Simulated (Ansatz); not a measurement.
`[F][Sn]([F])([F])[I]` and `F[Si](F)(F)I` differ in one element.

Ansatz, PBE0-D4/def2-TZVP geometries, multiplicity 1. 

Elements past krypton have def2 core potentials.

```tsv
property	`[F][Sn]([F])([F])[I]`
HOMO–LUMO gap (B3LYP/def2-TZVPP) / eV	5.04
HOMO energy (B3LYP/def2-TZVPP) / eV	-8.84
HOMO energy (ωB97M-V/def2-TZVPP) / eV	-11.25
LUMO energy (B3LYP/def2-TZVPP) / eV	-3.80
HOMO–LUMO gap (ωB97M-V/def2-TZVPP) / eV	9.79
LUMO energy (PBE/def2-TZVPP) / eV	-4.34
```

(1) What does the change do to each property? (Estimate.)

Results:

(1) Computed: 
```tsv
property	`F[Si](F)(F)I`	shift
HOMO–LUMO gap (B3LYP/def2-TZVPP) / eV	7.32	2.28
HOMO energy (B3LYP/def2-TZVPP) / eV	-8.34	0.50
HOMO energy (ωB97M-V/def2-TZVPP) / eV	-10.75	0.50
LUMO energy (B3LYP/def2-TZVPP) / eV	-1.01	2.79
HOMO–LUMO gap (ωB97M-V/def2-TZVPP) / eV	11.97	2.18
LUMO energy (PBE/def2-TZVPP) / eV	-1.66	2.68
```

With PBE0 the HOMO rises by 0.49 eV and the LUMO rises by 2.75 eV, so the gap widens by about 2.26 eV. PBE moves the HOMO by 0.46 eV and ωB97M-V by 0.50 eV.

B3LYP here is the variant with VWN-RPA as its local correlation; programs differ in this.

Spin–orbit coupling is left out; it splits and shifts lone-pair levels of the heavy atoms by tenths of an eV.
